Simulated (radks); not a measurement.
Values are calculated unless marked as measured or tabulated.
Problem. Radial electron density D(r) = 4 pi r^2 rho(r) of an atom or ion with 18 electrons. Level of theory: Dirac Kohn-Sham, BLYP, spin-unpolarised, spherical densities, point nucleus (a radial shooting solver on a logarithmic mesh with Libxc functionals).

```
   r/bohr * D(r) (the largest magnitude, 23.2, reaches the edge; | marks zero)
  0.00837 |       *
  0.01064 |           *
  0.01363 |                 *
  0.01733 |                        *
  0.02204 |                                *
  0.02801 |                                         *
  0.03561 |                                                 *
  0.04563 |                                                      *
  0.05801 |                                                      *
  0.07375 |                                                 *
  0.09375 |                                         *
   0.1201 |                                   *
   0.1527 |                                    *
   0.1942 |                                           *
   0.2468 |                                               *
   0.3138 |                                         *
   0.4021 |                           *
   0.5111 |                 *
   0.6498 |                 *
    0.826 |                      *
    1.059 |                     *
    1.346 |              *
    1.711 |      *
    2.175 | *
    2.765 |*
    3.543 *
    4.504 *
```

What is the nuclear charge?

Solution. Z = 20. The innermost maximum, from 1s, lies near gamma/Z bohr with gamma = sqrt(1 - (Z/c)^2) = 0.989, here 0.0495 bohr (found: 0.0519), and its height grows with Z. The density is that of the calcium ion Ca2+ in [He] 2s2 2p4 3s2 3p6 3d2; the configuration itself is not fixed sharply by these data, and Z only to about a unit. D(r) has 3 maxima, at r = 0.0519, 0.247, 0.924 bohr, and minima at 0.131, 0.572 bohr, inside which lie 2.22, 8.36 electrons.
